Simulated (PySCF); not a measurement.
The dipole of `C[SiH2]C1CCC1` from its density and from atomic charges.

Coordinates (PBE0-D3(BJ)/def2-SVP, Å) and charges (e) from the PBE0/pcSseg-1 density (PySCF):

| atom | x | y | z | Mulliken | IAO | Hirshfeld | ESP-fitted |
| --- | --- | --- | --- | --- | --- | --- | --- |
| C1 | 2.693 | -0.237 | -0.006 | -0.6357 | -0.7100 | -0.2110 | -0.6728 |
| Si2 | 1.147 | 0.773 | 0.345 | +0.6406 | +0.7587 | +0.3337 | +0.5774 |
| C3 | -0.328 | 0.144 | -0.647 | -0.5433 | -0.3890 | -0.1142 | +0.0287 |
| C4 | -1.697 | 0.733 | -0.213 | -0.1816 | -0.2510 | -0.0682 | -0.3255 |
| C5 | -1.978 | -0.568 | 0.562 | -0.2313 | -0.2566 | -0.0703 | +0.1101 |
| C6 | -0.845 | -1.256 | -0.221 | -0.1905 | -0.2528 | -0.0689 | -0.2908 |
| H7 | 3.542 | 0.114 | 0.599 | +0.1454 | +0.1557 | +0.0438 | +0.1706 |
| H8 | 2.977 | -0.161 | -1.067 | +0.1414 | +0.1515 | +0.0424 | +0.1570 |
| H9 | 2.528 | -1.301 | 0.226 | +0.1423 | +0.1508 | +0.0418 | +0.1590 |
| H10 | 0.815 | 0.700 | 1.807 | -0.0866 | -0.1354 | -0.0873 | -0.1365 |
| H11 | 1.391 | 2.215 | 0.012 | -0.0854 | -0.1300 | -0.0886 | -0.1715 |
| H12 | -0.090 | 0.251 | -1.719 | +0.1439 | +0.1333 | +0.0335 | +0.0242 |
| H13 | -2.375 | 0.863 | -1.070 | +0.1195 | +0.1328 | +0.0373 | +0.1135 |
| H14 | -1.697 | 1.674 | 0.362 | +0.1271 | +0.1239 | +0.0341 | +0.0675 |
| H15 | -1.736 | -0.469 | 1.631 | +0.1267 | +0.1351 | +0.0365 | +0.0089 |
| H16 | -2.987 | -1.000 | 0.479 | +0.1240 | +0.1303 | +0.0358 | +0.0092 |
| H17 | -1.221 | -1.832 | -1.081 | +0.1200 | +0.1331 | +0.0371 | +0.0997 |
| H18 | -0.165 | -1.911 | 0.348 | +0.1235 | +0.1196 | +0.0329 | +0.0713 |

Question: Form Σ q r in debye for every column and set it beside the full dipole.

Answer: The full density gives (-0.08, -0.60, -0.52) D, 0.79 D in size; dipole vectors point from the negative to the positive end.

```tsv
scheme	μx	μy	μz	size (D)	share of the full size (%)	angle to the full dipole (°)
Mulliken	-0.17	0.37	0.90	0.99	124	149
IAO	-0.09	0.39	0.27	0.48	61	162
Hirshfeld	-0.06	-0.15	-0.12	0.20	26	12
ESP-fitted	-0.08	-0.62	-0.48	0.79	100	3
```

Question: Which set comes closest?

Answer: Length of the difference vector: ESP-fitted 0.04 D, Hirshfeld 0.60 D, IAO 1.26 D, Mulliken 1.72 D. Closest: ESP-fitted. ESP charges are fitted to the potential around the molecule, whose slowest-falling term is the dipole's. The schemes that divide the density aren't constrained to reproduce the dipole.

Question: What is left for the Hirshfeld atoms' own dipoles?

Answer: The shares of the density sum to the whole, so what Σ q r misses lies in dipoles about the nuclei. The atomic dipoles sum to (-0.08, -0.60, -0.52) − (-0.06, -0.15, -0.12) = (-0.02, -0.45, -0.40) D, 0.60 D in size.

Question: With the origin at the mean of the coordinates, (-0.001, -0.071, 0.019) Å, which are the largest single terms, by size, of the Hirshfeld dipole along the direction of the full one?

Answer: Si2 -1.55, H11 +0.79, H10 +0.77, H17 +0.39, C6 -0.38 D; all 18 atoms together +0.20 D. The single terms depend on the origin, their sum doesn't.

Question: Give the size of the full dipole in other units.

Answer: 0.79 D = 0.313 au = 0.165 e·Å = 2.65 × 10⁻³⁰ C·m.

One conformer (not necessarily the lowest) at the PBE0-D3(BJ)/def2-SVP geometry, without solvent, vibrations or thermal averaging.

The values belong to the conformer `[CH3:1][SiH2:2][CH:3]1[CH2:4][CH2:5][CH2:6]1`: C1–Si2–C3–C4 168°.
